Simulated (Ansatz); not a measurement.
Reaction (substitution at a C–Si bond): `BC(B)[SiH3]` + `O[SiH3]` → `BC(B)O[SiH3]` + SiH₄

Isolated molecules relaxed with PBE0-D4/def2-TZVP in Ansatz; ΔE leaves out vibrations. CCSD(T)/CBS is the MP2 limit (def2-TZVPP, def2-QZVPP) plus CCSD(T) − MP2 in def2-TZVPP, frozen cores. This one scheme is used for every species. DFT in def2-TZVPP. B3LYP here is the variant with VWN-RPA as its local correlation; programs differ in this. One conformer a species, not always the lowest.

| level | ΔE (kJ/mol) |
| --- | --- |
| r2SCAN-D4 | 129.9 |
| PBE0-D4 | 130.9 |
| ωB97X-V | 119.9 |
| r2SCAN | 130.2 |
| B3LYP | 115.5 |
| SCS-MP2/def2-TZVPP | 130.4 |
| SCS-MP2/def2-QZVPP | 133.1 |
| CCSD/CBS(def2) | 131.2 |

(1) What does CCSD(T)/CBS give? (Best estimate.)

Largest T1 diagnostic among the species: 0.013.

Results:

(1) The calculation gave: +134.1 kJ/mol. The listed levels differ from it by -4.2, -3.2, -14.2, -3.9, -18.6, -3.7, -1.0, -2.9 kJ/mol.

From PBE to PBE0 (25 % exact exchange), in def2-TZVPP and without D4, ΔE moves by +3.9 kJ/mol. In def2-TZVPP, CCSD(T) changes the Hartree–Fock value by +23.4 kJ/mol (the triples alone add +2.8 kJ/mol) and MP2 by +35.1 kJ/mol.
